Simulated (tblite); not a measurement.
C₂H₁₂N₂Si₂.
Numbering: `[NH2:1][CH2:2][CH2:3][N:4]([SiH3:5])[SiH3:6]` (hydrogens: H7, H8 on N1; H9, H10 on C2; H11, H12 on C3; H13, H14, H15 on Si5; H16, H17, H18 on Si6)

Structure optimised with GFN2-xTB, isolated species.

(1) What internal coordinates does the optimisation give?

Answers

(1) 
| bond | length (Å) | order |
| --- | --- | --- |
| N1–C2 | 1.452 | single |
| C2–C3 | 1.529 | single |
| C3–N4 | 1.447 | single |
| N4–Si5, N4–Si6 | 1.737 | single |
| N1–H7, N1–H8 | 1.015 | single |
| C2–H9 | 1.105 | single |
| C2–H10 | 1.094 | single |
| C3–H11, C3–H12 | 1.094 | single |
| Si5–H13 and 3 like bonds | 1.461 | single |
| Si5–H14, Si6–H16 | 1.471 | single |

Bonds in one row agree within 0.01 Å and their mean is given. Orders are formal, as drawn. A selection of angles:
| angle | degrees |
| --- | --- |
| C2–N1–H7 | 110.1 |
| H7–N1–H8 | 107.7 |
| N1–C2–C3 | 110.2 |
| N1–C2–H9 | 113.8 |
| N1–C2–H10 | 107.9 |
| C3–C2–H9 | 108.2 |
| C3–C2–H10 | 108.9 |
| H9–C2–H10 | 107.8 |
| C2–C3–N4 | 112.9 |
| C2–C3–H11 | 108.2 |
| C2–C3–H12 | 108.7 |
| N4–C3–H11 | 109.8 |
| H11–C3–H12 | 107.8 |
| C3–N4–Si5 | 117.3 |
| Si5–N4–Si6 | 123.1 |
| N4–Si5–H13 | 106.3 |
| N4–Si5–H14 | 113.1 |
| N4–Si5–H15 | 106.6 |
| H13–Si5–H14 | 109.1 |
| H13–Si5–H15 | 112.0 |

Torsions: N1–C2–C3–N4 -176° (antiperiplanar); C2–C3–N4–Si5 -79° (synclinal). The mirror-image conformer, all signs reversed, is as good.

N4 (nitrogen bridging silicon atoms) is almost planar (angles 123.1°, 117.3° and 117.2°, sum 357.5°, 0.15 Å off the plane of its three neighbours). Of the pairs four or more bonds apart, Si5···H9 is among the closest relative to their van der Waals radii: 3.04 Å, 92 % of the sum of Bondi's values. Si5 (SiH3 silicon) is distorted tetrahedral (angles from 106.3° to 113.1°). N1 (primary amine nitrogen) is pyramidal (angles 110.4°, 110.1° and 107.7°, sum 328.3°, 0.38 Å off the plane of its three neighbours).

Its GFN2-xTB frequencies are all real (lowest 59 cm⁻¹). The numbers are those of one conformer (H–N1–C2–C3 -61° and 180°, N1–C2–C3–N4 -176°, C2–C3–N4–Si5 -79°).

Time: 0.4 s wall. Hardware: an Intel Xeon 6975P-C with one thread, on a shared host. This is the geometry optimisation.

All values are computed, not measured.
